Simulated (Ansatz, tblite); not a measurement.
Removing and adding an electron: Si₁₈H₂₈. The state is a singlet with charge 0. Geometry: PBE-D4/def2-SVP. Ansatz, gas phase; energy differences of separate SCF runs; the oxidised species was run as a doublet alone; the reduced species was run as a doublet alone.

Cartesian coordinates in Å:
```
Si 1.7997 -2.6735 -2.2049
Si 2.8318 -0.9424 2.5194
Si 0.7032 0.9995 -2.7425
Si 1.9019 2.1679 0.8294
Si -1.1155 -1.8212 -4.5293
Si -1.5763 -2.4251 -0.8049
Si -2.9421 0.8081 -2.4373
Si -1.0287 -0.7411 2.7195
Si -1.6902 2.8084 2.1233
Si 1.1165 1.8200 4.5268
Si 0.9893 -1.1070 -3.7615
Si 2.0771 -0.1671 0.4277
Si 0.6909 -1.9962 -0.2407
Si 0.9918 -0.4428 3.8976
Si -1.0427 1.4224 -1.1878
Si 0.6031 3.0491 2.5888
Si -2.5864 -1.4994 -2.7232
Si -1.7256 0.7403 0.9984
H 3.2985 -2.5929 -2.0667
H 1.4173 -4.0739 -2.6174
H 4.0598 -0.2008 2.9880
H 3.1278 -2.4198 2.5014
H 2.0327 1.5300 -2.2770
H 0.2298 1.9243 -3.8449
H 3.3437 2.4215 1.2195
H 1.6545 2.9496 -0.4327
H -1.0763 -3.2763 -4.9237
H -1.5458 -1.0058 -5.7227
H -1.4443 -3.9072 -1.0890
H -2.5008 -2.2943 0.3757
H -2.9896 1.5047 -3.7752
H -4.2236 1.0831 -1.6932
H -1.1897 -2.1871 2.3341
H -2.1300 -0.4348 3.7140
H -2.2015 3.9316 1.2583
H -2.4888 2.7704 3.4033
H 2.5008 2.1643 5.0162
H 0.1272 2.1151 5.6261
H 1.9452 -0.8880 -4.9106
H 3.2235 -0.2271 -0.5606
H 0.9416 -3.0233 0.8445
H 0.9073 -1.3439 5.1075
H -0.9970 2.9324 -1.0725
H 1.0197 4.4943 2.7329
H -3.8747 -2.2624 -2.9242
H -3.1649 0.3166 0.7898
```

The xTB rows come from tblite. Single mean-field runs in def2-TZVP are fitted with def2-universal-jkfit. HOMO above LUMO, or a gap near zero within one spin, warns that the state may not be the lowest or that an electron is smeared out.

(1) Estimate orbital energies and vertical ionisation energies and electron affinities at: GFN1-xTB; GFN2-xTB; HF/def2-TZVP; PBE-D4/def2-TZVP; r2SCAN-D4/def2-TZVP; r2SCANh-D4/def2-TZVP; PBE0-D4/def2-TZVP; BHLYP-D4/def2-TZVP.

Results:

(1) 
| level | −HOMO (eV) | vertical IE (eV) | −LUMO (eV) | vertical EA (eV) | HOMO–LUMO gap (eV) | IE − EA (eV) | remarks |
| --- | --- | --- | --- | --- | --- | --- | --- |
| GFN1-xTB | 11.07 | 12.34 | 8.54 | 7.08 | 2.53 | 5.26 | – |
| GFN2-xTB | 8.87 | 10.26 | 6.28 | 4.77 | 2.59 | 5.49 | – |
| HF/def2-TZVP | 9.39 | 8.16 | -1.63 | -0.91 | 11.02 | 9.07 | HOMO above zero (-1 doublet) |
| PBE-D4/def2-TZVP | 6.36 | 7.98 | 2.25 | 0.88 | 4.11 | 7.10 | HOMO above zero (-1 doublet), gap within one spin near zero (+1 doublet), gap within one spin near zero (-1 doublet) |
| r2SCAN-D4/def2-TZVP | 6.58 | 8.12 | 2.12 | 0.73 | 4.46 | 7.38 | HOMO above zero (-1 doublet), gap within one spin near zero (+1 doublet) |
| r2SCANh-D4/def2-TZVP | 6.92 | 8.26 | 1.86 | 0.67 | 5.06 | 7.59 | HOMO above zero (-1 doublet) |
| PBE0-D4/def2-TZVP | 7.29 | 8.38 | 1.52 | 0.63 | 5.77 | 7.75 | HOMO above zero (-1 doublet) |
| BHLYP-D4/def2-TZVP | 8.11 | 8.67 | 0.55 | 0.19 | 7.57 | 8.48 | HOMO above zero (-1 doublet) |

   A HOMO above zero means that the electron is unbound at that level or that self-interaction error raises the level; the energy of removing that electron tells which. Raw xTB energy differences between charge states are shifted by several eV; the methods need an empirical correction for them. Sets without diffuse functions give affinities that are too small. A negative affinity means that the extra electron isn't bound; its size then hangs on the basis.
